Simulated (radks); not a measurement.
Values are calculated unless marked as measured or tabulated.
Hg3+, configuration [Xe] 4f14 5d9 (the NIST ground configuration).

Code: a radial shooting solver on a logarithmic mesh with Libxc functionals. Model: Dirac Kohn-Sham, BLYP, spin-unpolarised, spherical densities, point nucleus; open shells fill j = l - 1/2 first.

Energy parts (eV):
| part | energy |
|---|---|
| total | -534998.62 |
| kinetic | 617541.55 |
| electron-nucleus | -1347432.01 |
| Hartree | 205061.34 |
| exchange-correlation | -10169.50 |

Orbitals (lengths in bohr, moments of r in powers of bohr; <r^-3> diverges for s and p1/2; r(max) is where P^2 peaks):
orbital  occ.  eigenvalue (eV)   r(max)  <r^-3>  small-component weight
1s1/2       2        -83090.53  0.01022       -                9.27e-02
2s1/2       2        -14742.21  0.05934       -                2.13e-02
2p1/2       2        -14143.79  0.04361       -                2.14e-02
2p3/2       4        -12195.14  0.05110   21440                1.89e-02
3s1/2       2        -3523.856   0.1670       -                7.12e-03
3p1/2       2        -3254.835   0.1558       -                7.06e-03
3p3/2       4        -2823.215   0.1710    5011                6.36e-03
3d3/2       4        -2378.703   0.1330   876.6                6.24e-03
3d5/2       6        -2286.238   0.1372   723.2                6.05e-03
4s1/2       2        -801.1992   0.3761       -                2.43e-03
4p1/2       2        -685.9620   0.3741       -                2.33e-03
4p3/2       4        -581.6967   0.4052    1214                2.06e-03
4d3/2       4        -393.6116   0.3975   191.2                1.86e-03
4d5/2       6        -374.1801   0.4071   154.2                1.79e-03
5s1/2       2        -151.9229   0.8278       -                6.26e-04
4f5/2       6        -132.1131   0.3642   32.71                1.42e-03
4f7/2       8        -127.9177   0.3687   31.05                1.39e-03
5p1/2       2        -113.7935   0.8721       -                5.41e-04
5p3/2       4         -95.2888   0.9507   211.9                4.58e-04
5d3/2       4         -43.4972    1.129   20.90                2.78e-04
5d5/2       5         -41.4324    1.163   16.39                2.60e-04

The highest occupied level is 5d5/2 at -41.432 eV. For comparison, the ionisation energy in NIST's Atomic Spectra Database is 48.6 eV (measured). In exact Kohn-Sham theory the highest level is minus the ionisation energy, but local and semilocal functionals leave it too shallow, through self-interaction and a potential that decays too fast; potentials with the right tail come closer. Summed over all electrons, <r^2> = 37.71 bohr^2, which gives a Langevin (diamagnetic) susceptibility term of -29.9 x 10^-6 cm^3/mol.

Beside tabulated values, note that spin-unpolarised runs miss the spin-polarisation part of the exchange energy of open shells.
